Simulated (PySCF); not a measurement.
A structure optimised at PBE0-D3(BJ)/def2-SVP, used in a PySCF frequency run:

```xyz
10

Bi     0.4494     0.1842     0.0000
F      0.0511    -1.1255    -1.5104
F      0.0511    -1.1255     1.5104
C     -1.6961     0.9046     0.0000
C     -2.6333    -0.2892     0.0000
H     -1.8174     1.5430     0.8910
H     -1.8174     1.5430    -0.8910
H     -2.4609    -0.9176    -0.8863
H     -2.4609    -0.9176     0.8863
H     -3.6886     0.0290     0.0000
```

Problem. Write its SMILES, formula and point group.

Solution. C[CH2][Bi]([F])[F], C2H5BiF2, Cs

Problem. What are its rotational constants (standard atomic weights)?

Solution. 3.1156, 1.9317, 1.8104 GHz
